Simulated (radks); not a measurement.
The numbers below are computed, except where a source is named.
Fractional charge and spin in the 3s shell of argon: the spin-up occupation runs from 0 to 1 and the spin-down occupation from 0 to 1; the fullest corner is Ar3+, [Ne] 3p(up 1.5, down 1.5) 3s(up 1, down 1). Code: a radial shooting solver on a logarithmic mesh with Libxc functionals. Model: non-relativistic Kohn-Sham, PBEsol, spin-polarised, spherical densities, point nucleus. Energy (eV) above the fullest corner. The planes named below are the two flat planes that join the four corners, with an edge along up + down = one added electron.

down \ up        0     0.25      0.5    0.75       1
0          163.471  139.289  116.127  93.983  72.856
0.25       139.289  116.257   94.231  73.212  53.195
0.5        116.127   94.231   73.330  53.421  34.501
0.75        93.983   73.212   53.421  34.609  16.771
1           72.856   53.195   34.501  16.771   0.000

Corners above the fullest one (they belong to Ar4+ and the next ion): (up 1, down 0) 72.856 eV, (up 0, down 1) 72.856 eV, (up 0, down 0) 163.47 eV. With half an added electron in each spin the energy lies 0.475 eV from the planes, and with half an added electron in spin up alone -2.037 eV. The planes are only a guide here: the flat-plane condition holds for ground states with one frontier orbital, while this shell lies below other occupied shells, so the corners above the fullest one are inner-hole states and not the ground states of those ions.
